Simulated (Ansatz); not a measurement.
Harmonic frequencies (cm⁻¹) at PBE0-D4/def2-TZVP from Ansatz: 36, 102, 114, 120, 156, 181, 217, 239, 243, 435, 626, 699, 716, 724, 808, 814, 975, 986, 1266, 1351, 1445, 1446, 1470, 1478, 3070, 3073, 3160, 3171, 3171, 3176.

Each molecule was computed in one conformer, which needn't be the lowest.

Q: Which molecule is it?
A. `[CH3][GeH2][CH3]`
B. `[SiH3][GeH2][SiH3]`
C. `C[S][Ge]([CH3])([F])[F]`
D. `[CH3][GeH2][Cl]`

A: C.
